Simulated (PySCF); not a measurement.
Cartesian coordinates in Å; atom numbers follow the order of the lines, from 1:
```xyz
17

C    -2.3793   -0.2398   -0.1913
C    -0.9466   -0.5265    0.2216
C    -0.0819    0.7110    0.2870
F    -0.6445    1.6028    1.1636
F    -0.1017    1.3364   -0.9337
C     1.3561    0.5016    0.7053
C     2.1562   -0.3894   -0.2277
H    -2.4231    0.1690   -1.2014
H    -2.9707   -1.1563   -0.1694
H    -2.8452    0.4784    0.4849
H    -0.9161   -0.9973    1.2083
H    -0.4776   -1.2220   -0.4785
H     1.8049    1.4967    0.7645
H     1.3457    0.0948    1.7199
H     2.0980   -0.0308   -1.2569
H     1.8047   -1.4228   -0.2063
H     3.2073   -0.3962    0.0652
```

Geometry: PBE0-D3(BJ)/def2-TZVP; GIAO shifts from PySCF 2.14.0 with density-fitted response routines, gas phase, non-relativistic, averaged over equivalent atoms.

At B97-2/pcSseg-2 (392 basis functions, 2.4 min wall time (4.6 min CPU) on 2 threads of an Intel Xeon, shared host):
```csv
atoms,δ (ppm)
C3,132.8
C2/C6,33.6
C1/C7,9.2
F4/F5,-122.5
H11/H12/H13/H14,1.75
H8/H9/H10/H15/H16/H17,1.04
```

Shifts are taken against calculated references (same method and geometry level): 13C (σ = 185.38 ppm) and 1H (σ = 31.64 ppm) against TMS; CFCl3 for 19F (σ = 175.98 ppm).

**Question.** Predict the values at KT3/pcSseg-2 on the same geometry.

**Answer.** 
```tsv
atoms	δ at KT3/pcSseg-2	change
C3	132.3	-0.5
C2/C6	33.9	+0.3
C1/C7	9.6	+0.4
F4/F5	-139.9	-17.4
H11/H12/H13/H14	1.81	+0.06
H8/H9/H10/H15/H16/H17	1.04	+0.00
```

Chemical shifts δ = σref − σ; 13C (σ = 183.24 ppm) and 1H (σ = 31.63 ppm) vs TMS; 19F (σ = 145.48 ppm) against CFCl3, all at this level.

The largest change is at F4/F5 (fluorine of a CF2 group). Cost: 392 basis functions, 3.2 min wall time (5.7 min CPU) on 2 threads of an Intel Xeon, shared host. The order of the carbon signals is the same at both levels.

Unscaled 19F shifts against computed CFCl3 carry errors that often reach 10 to 50 ppm.
